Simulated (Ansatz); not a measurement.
`CN(C)c1ncc(-c2ncc(-c3ncc(-c4ncc(-c5ncc(-c6ncc(C#N)s6)s5)s4)s3)s2)s1` with charge +1. Total charge 1; doublet. Geometry PBE-D4/def2-SVP, that of the neutral singlet; atoms count from 1.

```xyz
47

C     8.317    1.421    7.502
N     7.742    0.889    6.276
C     8.381   -0.240    5.633
C     6.500    1.289    5.891
N     5.810    2.264    6.465
C     4.623    2.451    5.837
C     4.337    1.620    4.755
C     3.157    1.625    3.938
N     2.136    2.459    4.128
C     1.159    2.243    3.220
C     1.381    1.229    2.283
C     0.558    0.755    1.207
N     0.910   -0.232    0.388
C    -0.053   -0.469   -0.532
C    -1.197    0.331   -0.460
C    -2.383    0.341   -1.268
N    -3.410    1.159   -1.078
C    -4.389    0.948   -1.986
C    -4.154   -0.056   -2.932
C    -5.038   -0.460   -3.994
N    -6.232    0.090   -4.195
C    -6.851   -0.470   -5.258
C    -6.155   -1.484   -5.925
C    -6.521   -2.269   -7.073
N    -5.748   -3.205   -7.610
C    -6.339   -3.784   -8.680
C    -7.609   -3.308   -9.015
C    -8.453   -3.720  -10.071
N    -9.151   -4.068  -10.952
S    -8.073   -2.050   -7.889
S    -4.614   -1.732   -5.142
S    -2.588   -0.770   -2.635
S    -1.029    1.457    0.868
S     2.945    0.505    2.587
S     5.681    0.505    4.519
H     9.378    1.698    7.335
H     7.742    2.316    7.799
H     8.271    0.676    8.329
H     7.979   -1.219    5.987
H     8.244   -0.187    4.532
H     9.468   -0.212    5.842
H     3.924    3.228    6.176
H     0.245    2.856    3.245
H     0.091   -1.261   -1.283
H    -5.314    1.542   -1.974
H    -7.852   -0.121   -5.554
H    -5.827   -4.581   -9.239
```

Single mean-field runs in def2-SVP are fitted with def2-universal-jkfit.

Q: Estimate the Mulliken populations of the heavy atoms from the PBE0/def2-SVP orbitals of Ansatz.

A: 
| atom | charge (e) | spin (α − β) |
| --- | --- | --- |
| C1 | 0.02 | -0.01 |
| N2 | -0.33 | 0.13 |
| C3 | 0.02 | -0.01 |
| C4 | 0.15 | 0.01 |
| N5 | -0.19 | 0.05 |
| C6 | 0.17 | 0.07 |
| C7 | -0.13 | 0.13 |
| C8 | -0.03 | 0.00 |
| N9 | -0.15 | 0.06 |
| C10 | 0.12 | 0.04 |
| C11 | -0.12 | 0.13 |
| C12 | -0.03 | -0.02 |
| N13 | -0.16 | 0.05 |
| C14 | 0.12 | 0.03 |
| C15 | -0.11 | 0.11 |
| C16 | -0.03 | -0.02 |
| N17 | -0.15 | 0.04 |
| C18 | 0.14 | 0.01 |
| C19 | -0.11 | 0.10 |
| C20 | -0.05 | -0.03 |
| N21 | -0.15 | 0.04 |
| C22 | 0.11 | -0.01 |
| C23 | -0.12 | 0.08 |
| C24 | -0.03 | -0.03 |
| N25 | -0.17 | 0.02 |
| C26 | 0.18 | -0.01 |
| C27 | -0.26 | 0.04 |
| C28 | -0.06 | -0.02 |
| N29 | 0.04 | 0.02 |
| S30 | 0.23 | 0.01 |
| S31 | 0.23 | 0.00 |
| S32 | 0.18 | 0.00 |
| S33 | 0.24 | -0.01 |
| S34 | 0.23 | -0.02 |
| S35 | 0.12 | -0.02 |
Mulliken values and Mayer orders depend strongly on the basis.

Q: Where does the spin sit?

A: Summed by element: C 0.57, N 0.43, S -0.03, H 0.02, of 1 unpaired in all. Largest on single atoms: N2 0.13, C11 0.13, C7 0.13.

Q: And the Mayer bond orders between bonded heavy atoms (over 0.3)?

A: C1–N2 0.93 (1.45 Å); N2–C3 0.94 (1.45 Å); N2–C4 1.30 (1.36 Å); C4–N5 1.46 (1.32 Å); C4–S35 1.07 (1.78 Å); N5–C6 1.45 (1.36 Å); C6–C7 1.35 (1.39 Å); C7–C8 1.25 (1.44 Å); C7–S35 1.08 (1.76 Å); C8–N9 1.54 (1.33 Å); C8–S34 1.10 (1.77 Å); N9–C10 1.47 (1.35 Å); C10–C11 1.34 (1.40 Å); C11–C12 1.23 (1.43 Å); C11–S34 1.14 (1.75 Å); C12–N13 1.56 (1.33 Å); C12–S33 1.10 (1.77 Å); N13–C14 1.45 (1.35 Å); C14–C15 1.37 (1.40 Å); C15–C16 1.21 (1.44 Å); C15–S33 1.16 (1.75 Å); C16–N17 1.60 (1.33 Å); C16–S32 1.09 (1.77 Å); N17–C18 1.41 (1.35 Å); C18–C19 1.39 (1.40 Å); C19–C20 1.17 (1.44 Å); C19–S32 1.16 (1.75 Å); C20–N21 1.60 (1.33 Å); C20–S31 1.11 (1.77 Å); N21–C22 1.42 (1.35 Å); C22–C23 1.41 (1.40 Å); C23–C24 1.16 (1.44 Å); C23–S31 1.16 (1.75 Å); C24–N25 1.63 (1.33 Å); C24–S30 1.12 (1.77 Å); N25–C26 1.38 (1.35 Å); C26–C27 1.44 (1.40 Å); C27–C28 1.22 (1.41 Å); C27–S30 1.14 (1.75 Å); C28–N29 2.93 (1.18 Å).
